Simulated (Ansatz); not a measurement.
Calculated with Ansatz (gas phase, PBE0-D4/def2-TZVP geometries, no zero-point term in ΔE). CCSD(T)/CBS is the MP2 limit (def2-TZVPP, def2-QZVPP) plus CCSD(T) − MP2 in def2-TZVPP, frozen cores. This one scheme is used for every species. Functionals use def2-TZVPP. Each species was taken in one conformer, which may not be the lowest.

Reaction (ligand exchange at the Si–N bond): `N#CN[SiH2]O` + `BN` → `BN[SiH2]O` + `N#CN`

| level | ΔE (kcal/mol) |
| --- | --- |
| r2SCAN | 3.7 |
| CAM-B3LYP | 3.9 |

**Question.** What does CCSD(T)/CBS give? (An estimate is asked.)

**Answer.** Computed: +3.3 kcal/mol. The listed levels differ from it by 0.4, 0.6 kcal/mol.

Largest T1 diagnostic among the species: 0.014.

Leaving LDA and LC-ωPBE aside and taking each functional with its dispersion term where it has one, the values, not all of them listed here, spread over 0.8 kcal/mol, from B97M-V to BLYP-D4.
